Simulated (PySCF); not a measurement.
**Calculated NMR parameters of C=C[SiH2][Si@H](F)P**

- Formula: C2H8FPSi2
- SMILES: C=C[SiH2][Si@H](F)P
- Point group of the computed structure: C1
- Carbon signals: 2
- Proton signals: 7

Numbering as in the mapped SMILES `[CH2:1]=[CH:2][SiH2:3][Si@H:4]([F:5])[PH2:6]`; H(Xn) means a hydrogen on atom n. Ha(C1) is cis to Si3; Ha(Si3) is pro-R; Hb(Si3) is pro-S; Hb(C1) is trans to Si3.

PySCF calculation with σ from GIAO-PBE0/pcSseg-1 and geometry from GFN2-xTB; rapidly exchanging positions averaged, no solvent model, single conformer, relativity neglected.

Scale: 1H (σ = 31.72 ppm) and 13C (σ = 186.93 ppm) and 29Si (σ = 349.16 ppm) against TMS; 19F (σ = 170.95 ppm) against CFCl3; 31P (σ = 318.38 ppm) vs H3PO4 (reference shieldings calculated alike).

| carbon | δC, type | δH (multiplicity) | HMBC from (2–3 bonds) | span of the C tensor (ppm) |
| --- | --- | --- | --- | --- |
| C1 | 147.0, CH2 | Ha(C1) 6.49 (m); Hb(C1) 6.54 (m) | H(C2), Ha(Si3), Hb(Si3) | 246 |
| C2 | 136.7, CH | 6.49 (m) | Hb(C1), Ha(C1), H(Si4), Ha(Si3), Hb(Si3) | 242 |

Other nuclei:
```
  atoms  nucleus                               environment  δ (ppm)  σ (ppm)
 H(Si4)       1H  hydrogen on a silicon bonded to F, P, Si     6.39    25.33
Ha(Si3)       1H     hydrogen on a silicon bonded to C, Si     4.39    27.32
Hb(Si3)       1H     hydrogen on a silicon bonded to C, Si     4.05    27.67
  H(P6)       1H     hydrogen on a phosphorus bonded to Si     1.07    30.65
     F5      19F                     fluorine bonded to Si   -244.1    415.0
     P6      31P              phosphorus bonded to Si, 2 H   -286.0    604.3
    Si4     29Si             silicon bonded to F, P, Si, H     39.6    309.5
    Si3     29Si              silicon bonded to C, Si, 2 H    -75.4    424.6
```

1. δC 147.0: terminal =CH2 carbon; an sp2 carbon of a C=C bond.
2. δC 136.7: alkene CH; an sp2 carbon of a C=C bond.
3. δH 6.54, 6.49: hydrogen on a terminal =CH2 carbon; a vinylic proton, deshielded by the sp2 carbon and the C=C anisotropy.
4. δH 6.49: hydrogen on an alkene CH; a vinylic proton, deshielded by the sp2 carbon and the C=C anisotropy.
5. δH 6.39: hydrogen on a silicon bonded to F, P, Si.

Splittings by 19F and 31P in the carbon and heteronuclear signals aren't shown, as no couplings were computed. Shifts are as computed. Against solution values, carbons near 30 ppm lie about +3 ppm off and those near 130 ppm about +5 ppm. Of 1211 compounds with measured shifts, 218 miss one by over three times the rms of a fit or turn the order of signals round; such compounds aren't used in these exercises. Unscaled 19F shifts against computed CFCl3 carry errors that often reach 10 to 50 ppm. Experimental scales use liquid or dissolved standards, which lie at an offset from isolated H3PO4. Multiplicities follow the n + 1 count of equivalent neighbours, as no J values were calculated; m marks all less simple cases, F and P coupling included.
